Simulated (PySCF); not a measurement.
**Molecular orbitals of WBr⁺**

r²SCAN0 at R = 2.311 Å; W def2-TZVPPD with ECP60, Br def2-TZVPPD; scalar-relativistic core potentials (PySCF 2.14). State: ⁵Π (quintet), unpaired electrons σ ↑, π ↑, δ ↑↑. Only the outer orbitals are listed, counted within each symmetry, core potentials removing the inner ones.

```csv
spin,orbital,occ.,ε (eV),on W (%),main shells (%)
α,9σ,1,-27.77,6,93 Br s
α,10σ,1,-16.77,33,"62 Br p, 23 W d"
α,5π,1,-15.79,42,"57 Br p, 41 W d"
α,5π,1,-15.21,26,"72 Br p, 24 W d"
α,2δ,1,-13.98,97,"71 W d, 26 W s"
α,2δ,1,-13.81,100,100 W d
α,11σ,1,-13.53,101,"68 W d, 33 W s"
α,6π,1,-12.78,60,"57 W d, 40 Br p"
α,6π,0,-10.02,76,"74 W d, 23 Br p"
α,12σ,0,-8.55,81,"35 W s, 27 W d, 20 Br p"
α,7π,0,-5.67,97,96 W p
β,8σ,1,-51.24,99,99 W p
β,4π,1,-50.46,100,100 W p
β,4π,1,-49.59,100,100 W p
β,9σ,1,-27.97,5,95 Br s
β,10σ,1,-16.48,21,"76 Br p, 12 W d"
β,5π,1,-15.28,11,"89 Br p, 9 W d"
β,5π,1,-14.88,10,90 Br p
β,6π,0,-8.06,88,"88 W d, 9 Br p"
β,11σ,0,-7.74,90,"50 W s, 38 W d"
β,6π,0,-7.09,88,"88 W d, 8 Br p"
```

Which are the highest filled and the lowest empty level, where do they sit, and how wide is the gap?

Highest filled α 6π at -12.78 eV (in %: 57 W d, 40 Br p); lowest empty α 6π at -10.02 eV (in %: 74 W d, 23 Br p); the gap at r²SCAN0 is 2.76 eV. Both belong to one degenerate shell, split only by its one-sided filling, so this is no excitation gap.

| Property | Result |
| --- | --- |
| bond order (Mayer) | 1.65 |
| ⟨S²⟩ | 6.058 |
| charge on W (Mulliken, basis-dependent) | 0.89 |
| charge on W (Löwdin, basis-dependent) | 0.70 |
| dipole moment (positive dipole points towards Br; it is taken about the centre of mass and depends on that origin) | -3.44 D |

Shares are Mulliken populations and can fall outside 0 to 100 %.

Spin–orbit coupling is left out. The state is the lowest single determinant that the PBE0 search found; with open d or f shells the true ground state can be another one.
